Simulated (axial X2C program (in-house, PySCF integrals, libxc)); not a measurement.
**FTcF⁺: the levels of the configuration d4 s0 p(π)0**

Computed with an axial X2C code built on PySCF integrals: two-component X2C with atomic mean-field Coulomb and Gaunt terms, basis F dyall-v3z, Tc dyall-v3z (cores contracted in-house). Orbitals come from Hartree–Fock averaged over the configuration Tc d4 s0 p(π)0; CI then distributes these electrons over the d, s, p(π) shells of Tc.

F–Tc–F held linear, both bonds 1.833 Å (near the minimum of the configuration average).

Lowest levels of this model:

```csv
Ω,energy (cm⁻¹),g∥,configuration
0,0,0.00,100% d4
1,22,4.00,100% d4
2,83,7.99,100% d4
1,7657,5.99,100% d4
0,7824,0.00,100% d4
0,7845,0.00,100% d4
1,8041,2.00,100% d4
2,8262,5.99,100% d4
3,8488,9.97,100% d4
3,10852,6.02,100% d4
4,10866,9.99,100% d4
2,10974,5.85,100% d4
2,11312,2.16,100% d4
1,12028,2.00,100% d4
0,12897,0.00,100% d4
0,13234,0.00,100% d4
3,17110,4.98,100% d4
3,17227,7.17,100% d4
4,17239,8.01,100% d4
5,17305,11.99,100% d4
0,18253,0.00,100% d4
0,19383,0.00,100% d4
0,21245,0.00,100% d4
6,22646,12.16,100% d4
4,24416,6.03,100% d4
5,24879,10.01,100% d4
4,24927,11.83,100% d4
6,25624,13.84,100% d4
```

g∥ is the magnitude of 2⟨Lz + ge Sz⟩ for the +Ω component.

This point took 1.2 s on 1 thread of Arm Neoverse V2, on a shared host.

Dynamic correlation is missing, so gaps between terms are too wide and other configurations may lie lower; the lowest level listed is that of this model, not necessarily the ground state. For d shells the ligand-field splittings (σ, π, δ) and their order can be off by a thousand cm⁻¹ or more. At most 4 roots were kept for each Ω > 0 (twice that for Ω = 0) within 3.2 eV of the lowest, so higher up levels can be missing between those listed; levels with Ω > 0 are doubly degenerate and listed once, Ω = 0 levels singly. Some active spinors are only partly of the character that their shell is named for, so the shell names and counts are nominal. States that fill the shells left empty in the average are placed too high. The molecule was held linear; bending was not examined.
